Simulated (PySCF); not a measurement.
# Simulated characterisation data

Computational details: NMR shieldings at PBE0/pcSseg-1/GIAO, geometry from PBE0-D3(BJ)/def2-SVP, J: B3LYP/pcJ-1 (pcSseg-1 on Br), in PySCF 2.14 (one computed conformer, no relativistic terms, no solvent, one averaged value for each set of equivalent atoms).

Shifts are taken against calculated references (same method and geometry level): 1H, 13C against TMS. Multiplet labels drop J under 1 Hz and among equivalent protons, and merge close values. Unscaled 3J(H,H) run several per cent high. One-bond C–F couplings are unscaled and too large by tens of Hz. Shifts are as computed. Against solution values, carbons near 30 ppm lie about +2 ppm off and those near 130 ppm about +5 ppm; carbons on Br a further +13 ppm. Of 1211 compounds with measured shifts, 218 miss one by over three times the rms of a fit or turn the order of signals round; such compounds aren't used in these exercises. For the larger molecules the spin–dipole term is left out of H,H and C,H couplings. Spin–orbit coupling, which shields carbons bonded to Br, is absent. OH and NH positions are gas-phase values without hydrogen bonding to other molecules.

**1.** `C=C(Br)CF`, C₃H₄BrF. 1H NMR (400 MHz, computed): δ 6.20 (dtd, J = 4.3, 2.9, 1.1 Hz, 1H), 5.88 (dtd, J = 6.7, 3.0, 1.1 Hz, 1H), 4.73 (dt, J = 54.3, 3.0 Hz, 2H). 13C{1H} NMR (computed): δ 147.4 (d, J = 13.2 Hz), 122.6 (d, J = 9.5 Hz), 84.9 (d, J = 253.0 Hz).

**2.** SMILES [nH]1ccc(C)n1, C₄H₆N₂. 1H NMR (400 MHz, computed): δ 8.91 (br s, 1H), 7.22 (d, J = 2.7 Hz, 1H), 6.13 (d, J = 2.7 Hz, 1H), 2.33 (s, 3H). 13C{1H} NMR (computed): δ 151.1 (C), 129.4 (CH), 110.1 (CH), 15.2 (CH3).
